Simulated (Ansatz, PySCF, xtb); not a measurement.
Reaction 2 R1 → P1, each structure at its B3LYP-D3(BJ)/def2-TZVP stationary point, reached from a drawn start (curvature not checked).
R1: As2 (SMILES [As]#[As]), charge 0, multiplicity 1.
P1: As4 (SMILES [As]12[As]3[As]1[As]23), charge 0, multiplicity 1.

P less R. No zero-point or thermal terms; no spin–orbit coupling.

Frozen-core correlation throughout. In cc and def2 sets filled d and f shells under p-block atoms count as core. CBS(a, b) extrapolates the correlation energy as X⁻³ and adds the Hartree–Fock energy of set b.

Codes used: Ansatz (Gaussian orbitals); PySCF for the D3/D4 terms; xtb for the GFN methods. All values are computed, each at the level named.

```tsv
level	reaction energy (kJ/mol)
GFN2-xTB	-180.3
HF/cc-pVDZ	-178.2
PBE0/def2-TZVPP	-290.7
PBE0-D4/def2-TZVPP	-304.0
CAM-B3LYP/def2-TZVPP	-226.9
wB97X-V/def2-TZVPP	-278.7
SCS-MP2/cc-pVQZ	-234.1
CCSD/cc-pVQZ	-224.0
CCSD(T)/CBS(cc-pVTZ, cc-pVQZ)	?
```

Question: What belongs in the gaps?

Answer: 
- CCSD(T)/CBS(cc-pVTZ, cc-pVQZ), reaction energy (kJ/mol): -245.5

Ansatz is an electronic-structure program.
